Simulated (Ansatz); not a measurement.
One geometry of Ni(NH2)2 (NiN₂H₄), several levels of theory.

```yaml
crystal:
  periodic: [false, false, false]
  atoms:
    - {symbol: Ni, position_ang: [-0.357020, 0.416468, 0.008381]}
    - {symbol: N, position_ang: [-0.086995, 0.085166, 1.681497]}
    - {symbol: H, position_ang: [0.772385, 0.339785, 2.161356]}
    - {symbol: H, position_ang: [-0.476396, -0.727636, 2.151971]}
    - {symbol: N, position_ang: [-0.104398, 0.138114, -1.677078]}
    - {symbol: H, position_ang: [0.749241, 0.409202, -2.158170]}
    - {symbol: H, position_ang: [-0.496826, -0.661088, -2.167956]}
basis:
  gaussian: {orbitals: def2-TZVP, initial_orbitals: start.molden}
hamiltonian: {xc: pbe0, dispersion: d4}
scf: {omitted_lower_state_checks: [starts]}
output: {orbitals: {seedname: orbitals}}
```

The file start.molden holds the orbitals of an earlier run on this structure, at another level or in another basis.

```sh
$ ansatz run in.yaml --threads 4 --pin off --events-out ev --progress --plain --max-ram 3916MiB
```

It prints (some lines left out):

```
Functional definition: PBE0
1024 factors; their error is unknown
mean field evaluation 1: about -44077.0042 eV, gradient 1.2e2 eV
mean field evaluation 2: about -44079.6502 eV, gradient 4.3e0 eV
mean field evaluation 4: about -44079.7545 eV, gradient 6.4e-4 eV
mean field evaluation 8: about -44079.8603 eV, gradient 2.2e-5 eV
mean field -44079.86030549 eV, -1619.9049878245 hartree, gradient 2.2e-5 eV, S^2 0.000000; 0 other end points of the search recorded, 0 dependent functions left out
reference -44079.86033708 eV, -1619.9049889854 hartree; 23, 23 occupied and 108, 108 virtual orbitals, 1024 factors
Total energy: -44079.93810161 eV, -1619.9078467789 hartree
Checks for a lower state left out: starts
```

It took 1.1 s on 4 threads of Arm Neoverse V2 on a shared host.

As the first input, with `hamiltonian: {xc: r2scan, dispersion: d4}` (abridged; 1.6 s):

```
Functional definition: r2SCAN
mean field -44088.42765522 eV, -1620.2198321197 hartree, gradient 6.2e-6 eV, S^2 0.000000
Total energy: -44088.44960491 eV, -1620.2206387558 hartree
Checks for a lower state left out: starts
```

The first input with `gaussian: {orbitals: STO-3G}`, `hamiltonian: {xc: hf}` (abridged; 0.15 s):

```
Functional definition: HF
mean field evaluation 16: about -43532.6460 eV, gradient 7.3e0 eV
mean field -43533.70353274 eV, -1599.8340966242 hartree, gradient 8.0e-6 eV, S^2 0.000000
Total energy: -43533.70353274 eV, -1599.8340966242 hartree
Checks for a lower state left out: starts
```

The first input with `hamiltonian: {xc: {name: r2SCAN0}, dispersion: d4}` (abridged; 1.9 s):

```
Functional definition: r2SCAN0
mean field -44085.72505653 eV, -1620.1205134498 hartree, gradient 1.0e-5 eV, S^2 0.000000
Total energy: -44085.75099924 eV, -1620.1214668268 hartree
Checks for a lower state left out: starts
```

As the first input, with `hamiltonian: {xc: {name: BLYP}, dispersion: d4}` (abridged; 0.85 s):

```
Functional definition: BLYP
mean field -44092.51649595 eV, -1620.3700942450 hartree, gradient 8.2e-6 eV, S^2 0.000000
Total energy: -44092.72281333 eV, -1620.3776762689 hartree
Checks for a lower state left out: starts
```

The first input with `hamiltonian: {xc: pbe, dispersion: d4}` (abridged; 0.85 s):

```
Functional definition: PBE
mean field -44080.84861302 eV, -1619.9413074560 hartree, gradient 8.5e-6 eV, S^2 0.000000
Total energy: -44080.94149874 eV, -1619.9447209432 hartree
Checks for a lower state left out: starts
```

As the first input, with `hamiltonian: {xc: {name: LC-wPBE}}` (abridged; 2.2 s):

```
Functional definition: LC-wPBE
mean field -44082.65464118 eV, -1620.0076777669 hartree, gradient 5.2e-5 eV, S^2 0.000000
Total energy: -44082.65464119 eV, -1620.0076777672 hartree
Checks for a lower state left out: starts
```

Geometry: r2SCAN-D4/def2-TZVP.

LC-ωPBE has ω = 0.4 bohr⁻¹. The restricted singlet is unstable towards broken spin symmetry at other levels; at PBE0-D4/def2-TZVP, r2SCAN-D4/def2-TZVP, HF/STO-3G, r2SCAN0-D4/def2-TZVP and others this wasn't settled. At PBE-D4/def2-TZVP the restricted singlet is unstable: a solution with broken spin symmetry lies lower. The geometry of the singlet was relaxed on an unsound state (restricted singlet, unstable towards broken spin symmetry at other levels and untested here). The order of the spin states hangs on the level: the triplet lies 0.62 eV below the singlet at PBE0-D4/def2-TZVP, but 0.21 eV above it at BLYP-D4/def2-TZVP. The singlet is doubtful at PBE0-D4/def2-TZVP (restricted singlet, unstable towards broken spin symmetry at other levels and untested here). The singlet is doubtful at BLYP-D4/def2-TZVP (restricted singlet, unstable towards broken spin symmetry at other levels and untested here).
